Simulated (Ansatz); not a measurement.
The cluster TaS₃⁻. Charge -1, multiplicity 5. Geometry PBE-D4/def2-SVPD; atoms count from 1.

```tsv
atom	x (Å)	y (Å)	z (Å)
Ta1	-0.6968	0.2687	0.4033
S2	0.0991	0.4055	-1.8799
S3	0.0261	-1.8446	-0.5338
S4	0.5715	1.1704	2.0104
```

In the def2 sets Ta takes a core potential; there is no spin–orbit coupling. At PBE0-D4/def2-TZVPD a singlet of charge -1 lies 3.71 eV below the quintet, each at its own geometry. The structure comes from a short search, and lower isomers may exist.

**Question.** Estimate the Mulliken populations from the PBE0/def2-TZVPD orbitals of Ansatz.

**Answer.** 
| atom | charge (e) | spin (α − β) | d electrons |
| --- | --- | --- | --- |
| Ta1 | 0.48 | 2.06 | 3.17 |
| S2 | -0.42 | 0.99 | – |
| S3 | -0.41 | 0.99 | – |
| S4 | -0.64 | -0.04 | – |
Mulliken values depend strongly on the basis. With diffuse functions, as here, like atoms can get unlike values, and bond orders can come out too low or too high.

**Question.** Where does the spin sit?

**Answer.** Summed by element: Ta 2.06, S 1.94, of 4 unpaired in all. Largest on single atoms: Ta1 2.06, S3 0.99, S2 0.99.

**Question.** And the Mayer bond orders between heavy atoms (over 0.3)?

**Answer.** Ta1–S2 0.93 (2.42 Å); Ta1–S3 0.93 (2.42 Å); Ta1–S4 1.85 (2.24 Å); S2–S3 0.71 (2.62 Å).
